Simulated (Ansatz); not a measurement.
Relaxation of ClF3HSi (6 atoms, charge 0, multiplicity 2), to a largest force component of 0.03 eV/Å in at most 50 steps.

Computed with UKS CAM-B3LYP-D4/def2-SVP in Ansatz 0.2.0.

```xyz
6
Properties=species:S:1:pos:R:3:forces:R:3
H -0.707 -0.379 -0.165 -0.52 -0.29 -0.05
Cl -2.931 -1.742 0.165 0.02 0.01 0.00
Si 0.541 0.323 -0.037 0.47 0.26 0.05
F 0.642 1.046 1.379 0.00 0.01 0.03
F 0.684 1.433 -1.172 0.00 0.03 -0.02
F 1.771 -0.682 -0.170 0.02 -0.02 0.00
```

**Question.** Where does it end, and by what steps?

**Answer.** The run converged. After 15 steps the energy has fallen by 0.048 eV; Cl2 moved furthest, 0.97 Å.

```csv
step,energy less start (eV),largest force component (eV/Å),accepted
0,0.0000,0.519,yes
1,-0.0073,0.160,yes
2,-0.0090,0.031,yes
3,-0.0133,0.094,yes
4,-0.0174,0.051,yes
5,-0.0190,0.043,yes
6,-0.0211,0.055,yes
7,-0.0240,0.079,yes
8,-0.0274,0.114,yes
9,-0.0334,0.347,yes
10,-0.0375,0.289,yes
11,-0.0442,0.043,yes
12,-0.0467,0.120,yes
13,-0.0477,0.119,yes
14,-0.0483,0.045,yes
15,-0.0484,0.007,yes
```

```xyz
6
Properties=species:S:1:pos:R:3
H -0.933 -0.069 -0.678
Cl -2.057 -1.711 0.593
Si 0.374 0.325 -0.127
F 0.221 0.928 1.338
F 1.027 1.444 -1.056
F 1.368 -0.917 -0.071
```

Whether the end is a true minimum wasn't checked by a vibrational analysis.

Run time: 89 s on 4 threads of Arm Neoverse N1 (shared host), peak memory 0.3 GiB.
